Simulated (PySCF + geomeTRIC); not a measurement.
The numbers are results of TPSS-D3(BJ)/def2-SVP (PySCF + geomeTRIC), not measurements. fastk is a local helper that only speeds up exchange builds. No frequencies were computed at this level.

```python
import json, numpy as np
from pyscf import gto, dft
from fastk import lowrank_exchange
atoms = """
Mo     0.038255    -0.240610     0.016856
O     -1.385089    -0.011361    -1.060664
H     -2.284541    -0.042344    -1.386106
O     -0.939371     0.322182     1.420219
H     -1.318959     0.345458     2.298309
O      1.014928    -0.801627    -1.387379
H      1.341977    -0.851475    -2.285569
O      1.463313    -0.475258     1.090434
H      2.361281    -0.419532     1.415990
O     -0.476889    -1.933361     0.347468
H     -0.420489    -2.882393     0.457523
O      0.551946     1.452879    -0.307704
H      0.519716     2.405703    -0.390259
"""
def scf(charge, spin, dm0=None):
    mol = gto.M(atom=atoms, basis='def2-svp', ecp={'Mo': 'def2-svp'}, charge=charge, spin=spin, verbose=3, max_memory=10080)
    mf = dft.KS(mol, xc='tpss').density_fit(auxbasis="def2-universal-jkfit")
    mf.disp = 'd3bj'
    mf.grids.level = 3
    mf.conv_tol = 1e-8
    mf.max_cycle = 120
    mf.level_shift = 0.25
    mf.kernel(dm0)
    if not mf.converged:
        mf = mf.newton().run(mf.mo_coeff, mf.mo_occ).undo_soscf()
    return mf
mf = scf(0, 0)
from pyscf.geomopt.geometric_solver import kernel as optimize
path = []
done, mol = optimize(mf, maxsteps=120, assert_convergence=False, callback=lambda env: path.append((env["energy"], bool(env["g_scanner"].converged))))
res = dict(converged=bool(done and path[-1][1]), energy=path[-1][0], path=[e for e, c in path], xyz=mol.atom_coords(unit="Angstrom").tolist(), nao=mol.nao)
json.dump(res, open("result.json", "w"))
```

Output:

```
[...]
Geometry optimization cycle 25
converged SCF energy = -523.032919057772
cycle 25: E = -523.032919058  dE = -3.20315e-05  norm(grad) = 0.0021522
Geometry optimization cycle 26
converged SCF energy = -523.032943923359
cycle 26: E = -523.032943923  dE = -2.48656e-05  norm(grad) = 0.00163611
Geometry optimization cycle 27
converged SCF energy = -523.032960059077
cycle 27: E = -523.032960059  dE = -1.61357e-05  norm(grad) = 0.00111761
Geometry optimization cycle 28
converged SCF energy = -523.032970707048
cycle 28: E = -523.032970707  dE = -1.0648e-05  norm(grad) = 0.00137136
Geometry optimization cycle 29
converged SCF energy = -523.032985044028
cycle 29: E = -523.032985044  dE = -1.4337e-05  norm(grad) = 0.00232039
Geometry optimization cycle 30
converged SCF energy = -523.033011861174
cycle 30: E = -523.033011861  dE = -2.68171e-05  norm(grad) = 0.00390086
Geometry optimization cycle 31
converged SCF energy = -523.033134420217
cycle 31: E = -523.03313442  dE = -0.000122559  norm(grad) = 0.00504457
Geometry optimization cycle 32
converged SCF energy = -523.033551812025
cycle 32: E = -523.033551812  dE = -0.000417392  norm(grad) = 0.0066785
Geometry optimization cycle 33
converged SCF energy = -523.033687380075
cycle 33: E = -523.03368738  dE = -0.000135568  norm(grad) = 0.0049983
Geometry optimization cycle 34
converged SCF energy = -523.033860347399
cycle 34: E = -523.033860347  dE = -0.000172967  norm(grad) = 0.00322231
Geometry optimization cycle 35
converged SCF energy = -523.033930556132
cycle 35: E = -523.033930556  dE = -7.02087e-05  norm(grad) = 0.00227612
Geometry optimization cycle 36
converged SCF energy = -523.033819746633
cycle 36: E = -523.033819747  dE = 0.000110809  norm(grad) = 0.00300487
Geometry optimization cycle 37
converged SCF energy = -523.033944998662
cycle 37: E = -523.033944999  dE = -0.000125252  norm(grad) = 0.00161846
Geometry optimization cycle 38
converged SCF energy = -523.033976639493
cycle 38: E = -523.033976639  dE = -3.16408e-05  norm(grad) = 0.000960585
Geometry optimization cycle 39
converged SCF energy = -523.03399937625
cycle 39: E = -523.033999376  dE = -2.27368e-05  norm(grad) = 0.000691595
Geometry optimization cycle 40
converged SCF energy = -523.034007314642
cycle 40: E = -523.034007315  dE = -7.93839e-06  norm(grad) = 0.000615236
Geometry optimization cycle 41
converged SCF energy = -523.034016149953
cycle 41: E = -523.03401615  dE = -8.83531e-06  norm(grad) = 0.000676501
Geometry optimization cycle 42
converged SCF energy = -523.034022377235
cycle 42: E = -523.034022377  dE = -6.22728e-06  norm(grad) = 0.000810673
Geometry optimization cycle 43
converged SCF energy = -523.034026550603
cycle 43: E = -523.034026551  dE = -4.17337e-06  norm(grad) = 0.000843888
Geometry optimization cycle 44
converged SCF energy = -523.034027949277
cycle 44: E = -523.034027949  dE = -1.39867e-06  norm(grad) = 0.000848953
Geometry optimization cycle 45
converged SCF energy = -523.03403005106
cycle 45: E = -523.034030051  dE = -2.10178e-06  norm(grad) = 0.000772891
Geometry optimization cycle 46
converged SCF energy = -523.03403454478
cycle 46: E = -523.034034545  dE = -4.49372e-06  norm(grad) = 0.000690543
Geometry optimization cycle 47
converged SCF energy = -523.034036040267
cycle 47: E = -523.03403604  dE = -1.49549e-06  norm(grad) = 0.000751691
Geometry optimization cycle 48
converged SCF energy = -523.034037752016
cycle 48: E = -523.034037752  dE = -1.71175e-06  norm(grad) = 0.000756312
Geometry optimization cycle 49
converged SCF energy = -523.03403913569
cycle 49: E = -523.034039136  dE = -1.38367e-06  norm(grad) = 0.00060802
Geometry optimization cycle 50
converged SCF energy = -523.034040469022
cycle 50: E = -523.034040469  dE = -1.33333e-06  norm(grad) = 0.000485548
Geometry optimization cycle 51
converged SCF energy = -523.034041556411
cycle 51: E = -523.034041556  dE = -1.08739e-06  norm(grad) = 0.000411959
Geometry optimization cycle 52
converged SCF energy = -523.03404273519
cycle 52: E = -523.034042735  dE = -1.17878e-06  norm(grad) = 0.000338639
Geometry optimization cycle 53
converged SCF energy = -523.034043886091
cycle 53: E = -523.034043886  dE = -1.1509e-06  norm(grad) = 0.000276667
Geometry optimization cycle 54
converged SCF energy = -523.034044584309
cycle 54: E = -523.034044584  dE = -6.98218e-07  norm(grad) = 0.000254901
<class 'geometric.internal.Distance'> : 12
<class 'geometric.internal.Angle'> : 9
<class 'geometric.internal.LinearAngle'> : 6
<class 'geometric.internal.OutOfPlane'> : 12
<class 'geometric.internal.Dihedral'> : 27
<class 'geometric.internal.TranslationX'> : 1
<class 'geometric.internal.TranslationY'> : 1
<class 'geometric.internal.TranslationZ'> : 1
<class 'geometric.internal.RotationA'> : 1
<class 'geometric.internal.RotationB'> : 1
<class 'geometric.internal.RotationC'> : 1
Step    0 : Gradient = 4.278e-02/6.292e-02 (rms/max) Energy = -522.9509350071
Step    1 : Displace = 1.007e-01/1.058e-01 (rms/max) Trust = 1.000e-01 (=) Grad = 1.165e-02/1.641e-02 (rms/max) E (change) = -522.9789279783 (-2.799e-02) Quality = 0.563
Step    2 : Displace = 2.851e-02/3.569e-02 (rms/max) Trust = 1.000e-01 (=) Grad = 6.192e-03/8.007e-03 (rms/max) E (change) = -522.9832515539 (-4.324e-03) Quality = 1.631
Step    3 : Displace = 1.067e-01/1.316e-01 (rms/max) Trust = 1.414e-01 (+) Grad = 1.817e-02/2.712e-02 (rms/max) E (change) = -522.9918168625 (-8.565e-03) Quality = 1.292
Step    4 : Displace = 2.012e-01/3.441e-01 (rms/max) Trust = 2.000e-01 (+) Grad = 3.112e-02/4.903e-02 (rms/max) E (change) = -522.9935107217 (-1.694e-03) Quality = 0.193
Step    5 : Displace = 1.030e-01/1.780e-01 (rms/max) Trust = 1.000e-01 (-) Grad = 1.894e-02/3.056e-02 (rms/max) E (change) = -523.0063448337 (-1.283e-02) Quality = 1.157
Step    6 : Displace = 1.383e-01/2.572e-01 (rms/max) Trust = 1.414e-01 (+) Grad = 6.944e-03/1.186e-02 (rms/max) E (change) = -523.0087548080 (-2.410e-03) Quality = 0.209
Step    7 : Displace = 6.961e-02/1.169e-01 (rms/max) Trust = 6.913e-02 (-) Grad = 3.472e-03/6.133e-03 (rms/max) E (change) = -523.0129628160 (-4.208e-03) Quality = 0.896
Step    8 : Displace = 9.708e-02/1.416e-01 (rms/max) Trust = 9.776e-02 (+) Grad = 3.497e-03/5.316e-03 (rms/max) E (change) = -523.0131693211 (-2.065e-04) Quality = 0.094
Step    9 : Displace = 5.183e-02/8.032e-02 (rms/max) Trust = 4.854e-02 (-) Grad = 2.384e-03/3.643e-03 (rms/max) E (change) = -523.0149950264 (-1.826e-03) Quality = 1.098
Step   10 : Displace = 5.243e-02/9.652e-02 (rms/max) Trust = 6.865e-02 (+) Grad = 3.133e-03/6.202e-03 (rms/max) E (change) = -523.0155961965 (-6.012e-04) Quality = 0.819
Step   11 : Displace = 1.013e-01/1.989e-01 (rms/max) Trust = 9.708e-02 (+) Grad = 3.711e-03/5.232e-03 (rms/max) E (change) = -523.0179729749 (-2.377e-03) Quality = 1.409
Step   12 : Displace = 1.424e-01/2.747e-01 (rms/max) Trust = 1.373e-01 (+) Grad = 4.780e-03/8.911e-03 (rms/max) E (change) = -523.0197191931 (-1.746e-03) Quality = 0.667
Step   13 : Displace = 3.230e-02/6.702e-02 (rms/max) Trust = 1.373e-01 (=) Grad = 3.229e-03/6.276e-03 (rms/max) E (change) = -523.0215498829 (-1.831e-03) Quality = 1.482
Step   14 : Displace = 1.321e-01/2.733e-01 (rms/max) Trust = 1.942e-01 (+) Grad = 5.118e-03/7.692e-03 (rms/max) E (change) = -523.0253702644 (-3.820e-03) Quality = 1.471
Step   15 : Displace = 2.199e-01/5.227e-01 (rms/max) Trust = 2.746e-01 (+) Grad = 7.159e-03/1.343e-02 (rms/max) E (change) = -523.0289525737 (-3.582e-03) Quality = 0.780
Step   16 : Displace = 8.727e-02/1.418e-01 (rms/max) Trust = 3.000e-01 (+) Grad = 4.317e-03/9.676e-03 (rms/max) E (change) = -523.0309453682 (-1.993e-03) Quality = 0.776
Step   17 : Displace = 5.222e-02/9.535e-02 (rms/max) Trust = 3.000e-01 (=) Grad = 2.764e-03/6.517e-03 (rms/max) E (change) = -523.0319877211 (-1.042e-03) Quality = 0.802
Step   18 : Displace = 2.913e-02/4.942e-02 (rms/max) Trust = 3.000e-01 (=) Grad = 1.476e-03/2.655e-03 (rms/max) E (change) = -523.0325002470 (-5.125e-04) Quality = 1.077
Step   19 : Displace = 1.513e-02/2.476e-02 (rms/max) Trust = 3.000e-01 (=) Grad = 7.244e-04/1.133e-03 (rms/max) E (change) = -523.0326528952 (-1.526e-04) Quality = 1.216
Step   20 : Displace = 1.857e-02/3.821e-02 (rms/max) Trust = 3.000e-01 (=) Grad = 7.470e-04/1.587e-03 (rms/max) E (change) = -523.0327483522 (-9.546e-05) Quality = 1.149
Step   21 : Displace = 9.668e-03/2.218e-02 (rms/max) Trust = 3.000e-01 (=) Grad = 6.251e-04/1.259e-03 (rms/max) E (change) = -523.0327955090 (-4.716e-05) Quality = 1.438
Step   22 : Displace = 1.565e-02/3.909e-02 (rms/max) Trust = 3.000e-01 (=) Grad = 4.850e-04/7.168e-04 (rms/max) E (change) = -523.0328538442 (-5.834e-05) Quality = 1.170
Step   23 : Displace = 1.548e-02/3.378e-02 (rms/max) Trust = 3.000e-01 (=) Grad = 5.781e-04/1.144e-03 (rms/max) E (change) = -523.0328870263 (-3.318e-05) Quality = 1.044
Step   24 : Displace = 1.683e-02/2.907e-02 (rms/max) Trust = 3.000e-01 (=) Grad = 5.969e-04/1.148e-03 (rms/max) E (change) = -523.0329190578 (-3.203e-05) Quality = 0.904
Step   25 : Displace = 1.149e-02/1.915e-02 (rms/max) Trust = 3.000e-01 (=) Grad = 4.538e-04/8.418e-04 (rms/max) E (change) = -523.0329439234 (-2.487e-05) Quality = 1.055
Step   26 : Displace = 9.279e-03/1.830e-02 (rms/max) Trust = 3.000e-01 (=) Grad = 3.100e-04/5.139e-04 (rms/max) E (change) = -523.0329600591 (-1.614e-05) Quality = 0.936
Step   27 : Displace = 8.146e-03/1.578e-02 (rms/max) Trust = 3.000e-01 (=) Grad = 3.803e-04/6.723e-04 (rms/max) E (change) = -523.0329707070 (-1.065e-05) Quality = 0.799
Step   28 : Displace = 1.718e-02/3.050e-02 (rms/max) Trust = 3.000e-01 (=) Grad = 6.436e-04/1.276e-03 (rms/max) E (change) = -523.0329850440 (-1.434e-05) Quality = 0.519
Step   29 : Displace = 3.269e-02/5.124e-02 (rms/max) Trust = 3.000e-01 (=) Grad = 1.082e-03/1.931e-03 (rms/max) E (change) = -523.0330118612 (-2.682e-05) Quality = 0.494
Step   30 : Displace = 4.278e-02/8.715e-02 (rms/max) Trust = 3.000e-01 (=) Grad = 1.399e-03/2.309e-03 (rms/max) E (change) = -523.0331344202 (-1.226e-04) Quality = 1.501
Step   31 : Displace = 1.277e-01/2.823e-01 (rms/max) Trust = 3.000e-01 (=) Grad = 1.852e-03/3.764e-03 (rms/max) E (change) = -523.0335518120 (-4.174e-04) Quality = 1.622
Step   32 : Displace = 3.820e-02/7.597e-02 (rms/max) Trust = 3.000e-01 (=) Grad = 1.386e-03/2.766e-03 (rms/max) E (change) = -523.0336873801 (-1.356e-04) Quality = 0.763
Step   33 : Displace = 2.157e-02/3.994e-02 (rms/max) Trust = 3.000e-01 (=) Grad = 8.937e-04/1.618e-03 (rms/max) E (change) = -523.0338603474 (-1.730e-04) Quality = 1.094
Step   34 : Displace = 1.498e-02/2.844e-02 (rms/max) Trust = 3.000e-01 (=) Grad = 6.313e-04/1.221e-03 (rms/max) E (change) = -523.0339305561 (-7.021e-05) Quality = 1.164
Step   35 : Displace = 4.248e-02/1.156e-01 (rms/max) Trust = 3.000e-01 (=) Grad = 8.334e-04/1.527e-03 (rms/max) E (change) = -523.0338197466 (+1.108e-04) Quality = -1.560
Step   36 : Displace = 2.107e-02/5.737e-02 (rms/max) Trust = 2.124e-02 (x) Grad = 4.489e-04/7.970e-04 (rms/max) E (change) = -523.0339449987 (-1.444e-05) Quality = 0.246
Step   37 : Displace = 1.072e-02/1.616e-02 (rms/max) Trust = 1.053e-02 (-) Grad = 2.664e-04/3.797e-04 (rms/max) E (change) = -523.0339766395 (-3.164e-05) Quality = 1.280
Step   38 : Displace = 1.278e-02/2.877e-02 (rms/max) Trust = 1.490e-02 (+) Grad = 1.918e-04/4.119e-04 (rms/max) E (change) = -523.0339993762 (-2.274e-05) Quality = 1.151
Step   39 : Displace = 4.812e-03/7.929e-03 (rms/max) Trust = 2.107e-02 (+) Grad = 1.706e-04/2.805e-04 (rms/max) E (change) = -523.0340073146 (-7.938e-06) Quality = 1.230
Step   40 : Displace = 4.443e-03/6.816e-03 (rms/max) Trust = 2.979e-02 (+) Grad = 1.876e-04/3.440e-04 (rms/max) E (change) = -523.0340161500 (-8.835e-06) Quality = 0.978
Step   41 : Displace = 3.146e-03/5.614e-03 (rms/max) Trust = 4.214e-02 (+) Grad = 2.248e-04/3.861e-04 (rms/max) E (change) = -523.0340223772 (-6.227e-06) Quality = 0.743
Step   42 : Displace = 3.253e-03/6.414e-03 (rms/max) Trust = 4.214e-02 (=) Grad = 2.341e-04/4.067e-04 (rms/max) E (change) = -523.0340265506 (-4.173e-06) Quality = 0.579
Step   43 : Displace = 5.315e-03/1.033e-02 (rms/max) Trust = 4.214e-02 (=) Grad = 2.355e-04/4.281e-04 (rms/max) E (change) = -523.0340279493 (-1.399e-06) Quality = 0.138
Step   44 : Displace = 2.814e-03/4.174e-03 (rms/max) Trust = 2.657e-03 (-) Grad = 2.144e-04/4.006e-04 (rms/max) E (change) = -523.0340300511 (-2.102e-06) Quality = 0.264
Step   45 : Displace = 2.874e-03/5.066e-03 (rms/max) Trust = 2.657e-03 (=) Grad = 1.915e-04/3.400e-04 (rms/max) E (change) = -523.0340345448 (-4.494e-06) Quality = 0.357
Step   46 : Displace = 2.767e-03/4.665e-03 (rms/max) Trust = 2.657e-03 (=) Grad = 2.085e-04/4.097e-04 (rms/max) E (change) = -523.0340360403 (-1.495e-06) Quality = 0.103
Step   47 : Displace = 1.411e-03/2.268e-03 (rms/max) Trust = 1.329e-03 (-) Grad = 2.098e-04/3.680e-04 (rms/max) E (change) = -523.0340377520 (-1.712e-06) Quality = 0.175
Step   48 : Displace = 6.537e-04/1.140e-03 (rms/max) Trust = 6.643e-04 (-) Grad = 1.686e-04/3.316e-04 (rms/max) E (change) = -523.0340391357 (-1.384e-06) Quality = 0.547
Step   49 : Displace = 7.036e-04/1.400e-03 (rms/max) Trust = 6.643e-04 (=) Grad = 1.347e-04/2.474e-04 (rms/max) E (change) = -523.0340404690 (-1.333e-06) Quality = 0.462
Step   50 : Displace = 6.139e-04/1.304e-03 (rms/max) Trust = 6.643e-04 (=) Grad = 1.143e-04/1.920e-04 (rms/max) E (change) = -523.0340415564 (-1.087e-06) Quality = 0.365
Step   51 : Displace = 6.764e-04/1.440e-03 (rms/max) Trust = 6.643e-04 (=) Grad = 9.392e-05/1.632e-04 (rms/max) E (change) = -523.0340427352 (-1.179e-06) Quality = 0.281
Step   52 : Displace = 6.251e-04/1.313e-03 (rms/max) Trust = 6.643e-04 (=) Grad = 7.673e-05/1.439e-04 (rms/max) E (change) = -523.0340438861 (-1.151e-06) Quality = 0.218
Step   53 : Displace = 3.208e-04/6.433e-04 (rms/max) Trust = 3.125e-04 (-) Grad = 7.070e-05/1.350e-04 (rms/max) E (change) = -523.0340445843 (-6.982e-07) Quality = 0.191
Converged! =D
```

Cost: around 80 core-minutes (rough).
